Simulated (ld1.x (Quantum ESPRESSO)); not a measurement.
thallium: one change to a TM potential, before and after

- Element: Tl
- Generator: ld1.x (Quantum ESPRESSO) 7.5
- Type: norm-conserving Troullier–Martins (Kleinman–Bylander form)
- Functional: PBE
- Relativity: fully relativistic
- Frozen core: [Xe] 4f14 5d10
- Valence charge: 3
- Reference configuration: 6s2 6p1
- Partial waves: 6p (bound): rc 2.85 bohr; 6s (bound): rc 2.15 bohr
- Local potential: the s channel
- Core correction: Bessel-smoothed model core inside 1.20 bohr

Open shells are filled in proportion to 2j + 1 (rel_dist='average').

Change: all radii but the core radius scaled by about 0.84 (s 1.80, p 2.40 bohr).

Cutoffs: the cutoffs (Ry, on a coarse ladder) from which the occupation-weighted sum of valence levels, in a spherical-Bessel basis at the reference potential, stays within 10 and 1 mRy of its value at 400 Ry; they do not see the model core or the augmentation charge, which bear on the density cutoff. Errors are all-electron minus pseudo energies relative to the spin-unpolarised reference configuration.

Predict the effect on cutoff, ghosts and configuration errors.

The potential gets harder (18 Ry and 30 Ry → 25 Ry and 50 Ry); the errors of the 7 common tests hardly move; neither file shows a bound ghost. A smaller radius makes the pseudo-wave follow the all-electron one further in, where it bends more sharply, so more plane waves are needed.

```tsv
quantity	base	changed
cutoff, loose	18 Ry	25 Ry
cutoff, tight	30 Ry	50 Ry
loose cutoff by channel (10 mRy a level)	p 6 Ry, s 10 Ry	p 8 Ry, s 18 Ry
bound ghosts	none	none
error for 6s2 6p0, meV [ΔE 5.27 eV]	-30	-30
error for 6s1 6p0, meV [ΔE 26.06 eV]	-398	-395
error for 6s2 6p0.5, meV [ΔE 1.90 eV]	-5.0	-5.0
error for 6s1 6p1, meV [ΔE 13.42 eV]	-129	-130
error for 6s0 6p3, meV [ΔE 14.95 eV]	-178	-192
error for 6s2 6p1.3, meV [ΔE -0.52 eV]	-0.6	-0.6
error for 6s1 6p2, meV [ΔE 7.28 eV]	-46	-48
```
